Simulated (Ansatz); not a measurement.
Geometry optimisation, Ansatz 0.2.0, RKS LDA/6-31G*.

Input:

```yaml
crystal:
  periodic: [false, false, false]
  atoms:
    - { symbol: C, position_ang: [-0.59458, 0.96214, 0.18477] }
    - { symbol: Si, position_ang: [0.48494, -0.41386, 0.48832] }
    - { symbol: O, position_ang: [1.3528, -0.92814, 1.63922] }
    - { symbol: O, position_ang: [0.746, -1.2665, -0.95981] }
    - { symbol: H, position_ang: [-0.98221, 1.54675, 1.01288] }
    - { symbol: H, position_ang: [-1.24229, 0.99931, -0.68944] }
    - { symbol: H, position_ang: [0.30426, 1.09609, -0.4171] }
total_charge: -1
basis:
  gaussian: { orbitals: "6-31G*" }
hamiltonian:
  xc: lda
relax:
  f_tol: 0.02
  max_steps: 50
```

Command:

```bash
$ ansatz run input.yaml --threads 1 --pin off --max-ram 2048MiB --backend cpu --events-out ev --progress --plain --runs-dir out
```

Q: Where does it end, and by what steps?

A: The run converged. Limits of this set-up: an anion without diffuse functions, the dipole of an ion depends on the origin. After 7 steps the energy has fallen by 2.070 eV; H7 moved furthest, 0.62 Å. Parted: Si2–H7.

```
step  energy less start (eV)  largest force component (eV/Å)  accepted
   0                  0.0000                           6.579       yes
   1                 -1.1351                           3.803       yes
   2                 -1.7292                           1.730       yes
   3                 -1.9967                           0.541       yes
   4                 -2.0537                           0.527       yes
   5                 -2.0674                           0.268       yes
   6                 -2.0693                           0.062       yes
   7                 -2.0700                           0.010       yes
```

```xyz
7
Properties=species:S:1:pos:R:3
C -0.436 0.973 0.084
Si 0.583 -0.618 0.336
O 1.025 -0.865 1.811
O 0.808 -1.392 -1.000
H -0.710 1.456 1.038
H -1.354 0.750 -0.491
H 0.152 1.691 -0.519
```

Run time: 10 s on 1 CPU thread of a shared host.
